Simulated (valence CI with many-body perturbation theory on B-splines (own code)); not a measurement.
Run record, P⁹⁺

Calculated by relativistic CI+MBPT: four valence electrons over a frozen Dirac-Fock core [He], radial functions for each j: 6 s, 6 p, 5 d, 3 f, 1 g, with the one-electron correlation potential Σ1 (screened to all orders), the two-electron term Σ2, the three-electron term Σ3, Breit, model QED; selected single and double excitations, second order for the rest, scaled by the run's own slope (own B-spline code, finite nucleus).

Command, and the settings that its task file holds:

```sh
python run_cv.py task.json out
```

```
atom P  Z=15  mass_number=31  rms_radius_fm=3.1889
core [He]
valence 2s2 2p2
avg = 1
basis = S
breit = 1
cap = 10000
capref = 1200
cscale = 1
de = 0.0
dress = 0
eps = 2e-08
extrap = 1
h = 0.27
hh = 1
l2 = 3
lcore = 6
maxit = 60
n2 = 5
natural = 1
nlev = 21
nno = [3, 3, 3, 2, 1]
nroot = 26
nsp = [3, 3, 2, 1, 0]
pt2 = 1
qed = 1
rpa = 0
s1 = 1
s2 = 1
s3 = 1
screen = 1
tol = 2e-05
whole = 1
```

It took 14 s on 1 thread of Arm Neoverse V1, on a shared host.

Log. The first blocks belong to the next ion, which gives the ionisation energy. Fields: 2J, parity (1 odd), roots, reference size, generating configurations, candidates as configurations/state functions, variational space P, stored matrix elements, Davidson steps; e2 is the range of second-order energies in hartree. The first line gives the box (bohr), its intervals, the orbitals and the steps of their self-consistent field. Window is the range of levels sought, series limit the energy at which the first omitted orbital would enter, core excitation an estimate of the first excitation out of the core, left out the lowest levels not solved, and shifts from estimates the range by which levels moved from their first estimate, all in cm⁻¹.

```
rmax 5.8 intervals 61 orbitals 36 references ['2s2 2p2', '2s 2p3', '2p4'] scf 5 t 0.5
2J=1 par=1 roots 2 ref 40 generators 4 cand 731/1033 P 763/1073 nnz 0 it 0
2J=1 par=1 roots 2 ref 40 generators 18 cand 752/1122 P 1515/2195 nnz 0 it 5
   second order: generators 33 cand 1410/2107 e2 -0.00002 -0.00001
2J=3 par=1 roots 2 ref 61 generators 7 cand 480/933 P 520/994 nnz 0 it 0
2J=3 par=1 roots 2 ref 61 generators 18 cand 715/1416 P 1235/2410 nnz 0 it 5
   second order: generators 30 cand 2087/4375 e2 -0.00001 -0.00001
reference levels 448, estimated 264, window 1956147 1/cm; series limit 2943012, core excitation 16732387
2J=0 par=0 roots 5 ref 28 generators 14 cand 686/1064 P 2430/3619 nnz 9.5e+05 it 4
2J=0 par=0 roots 5 ref 28 generators 25 cand 1927/3404 P 4357/7023 nnz 2.8e+06 it 7
   second order: generators 76 cand 8695/15770 e2 -0.00017 -0.00002
2J=2 par=0 roots 5 ref 58 generators 17 cand 387/1158 P 1397/4084 nnz 1.6e+06 it 5
2J=2 par=0 roots 5 ref 58 generators 35 cand 1668/5899 P 3065/9983 nnz 7.7e+06 it 7
   second order: generators 89 cand 13225/59735 e2 -0.00021 -0.00007
2J=4 par=0 roots 6 ref 64 generators 18 cand 403/1245 P 1356/4380 nnz 2.1e+06 it 7
2J=4 par=0 roots 6 ref 64 generators 34 cand 1333/5613 P 2689/9993 nnz 8.3e+06 it 8
   second order: generators 85 cand 13676/79749 e2 -0.00038 -0.00008
2J=4 par=1 roots 6 ref 67 generators 15 cand 309/1035 P 1150/3678 nnz 1.6e+06 it 9
2J=4 par=1 roots 6 ref 67 generators 41 cand 1460/6304 P 2610/9982 nnz 8.4e+06 it 9
   second order: generators 78 cand 13349/75303 e2 -0.00087 -0.00002
2J=6 par=1 roots 2 ref 47 generators 9 cand 286/976 P 1143/3517 nnz 1.4e+06 it 5
2J=6 par=1 roots 2 ref 47 generators 20 cand 1326/6489 P 2469/10006 nnz 9.3e+06 it 6
   second order: generators 56 cand 11487/73300 e2 -0.00036 -0.00008
2J=2 par=1 roots 7 ref 62 generators 23 cand 383/1059 P 1346/3708 nnz 1.4e+06 it 10
2J=2 par=1 roots 7 ref 62 generators 47 cand 1733/6256 P 3079/9964 nnz 7.5e+06 it 9
   second order: generators 90 cand 12555/52599 e2 -0.00048 -0.00007
2J=0 par=1 roots 3 ref 24 generators 11 cand 857/1366 P 2605/4028 nnz 1.2e+06 it 5
2J=0 par=1 roots 3 ref 24 generators 25 cand 2075/3347 P 4680/7375 nnz 3e+06 it 5
   second order: generators 60 cand 9078/16669 e2 -0.00004 -0.00002
2J=6 par=0 roots 2 ref 41 generators 9 cand 391/1258 P 1182/3788 nnz 1.5e+06 it 5
2J=6 par=0 roots 2 ref 41 generators 21 cand 1533/6308 P 2715/10096 nnz 8.4e+06 it 6
   second order: generators 41 cand 9859/58763 e2 -0.00019 -0.00005
2J=8 par=1 roots 1 ref 24 generators 5 cand 329/1460 P 1207/4010 nnz 1.8e+06 it 5
2J=8 par=1 roots 1 ref 24 generators 14 cand 1662/7302 P 2869/11312 nnz 1.1e+07 it 6
   second order: generators 23 cand 6622/45983 e2 -0.00011 -0.00011
left out: unestimated 2816010, estimated 2067346, shifts from estimates -65 to 196
operators 0.0
```

The Davidson iterations converged.

No measured levels were compared; by estimate levels of excited configurations hold to 0.05 to 0.15 % of their energy, terms of the ground configuration to about 0.5 %.

```
Valence energy                            : -76.30731 hartree
Ionisation energy                         : 424.54 eV (NIST: 424.4 ± 0.09 eV (semi-empirical))
Reference configurations for the orbitals : 2s2 2p2, 2s 2p3, 2p4
Radial orbitals                           : 36
Box radius                                : 5.837 bohr
Largest variational space                 : 11312
Lowest levels                             : 2s2 2p2 3P_0 0, 2s2 2p2 3P_1 3674, 2s2 2p2 3P_2 9023, 2s2 2p2 1D_2 60023, 2s2 2p2 1S_0 120500, 2s 2p3 5S°_2 167210, 2s 2p3 3D°_2 323330, 2s 2p3 3D°_3 323390, 2s 2p3 3D°_1 323540, 2s 2p3 3P°_1 380270, 2s 2p3 3P°_0 380290, 2s 2p3 3P°_2 380500, 2s 2p3 1D°_2 485400, 2s 2p3 3S°_1 491050 cm⁻¹
```
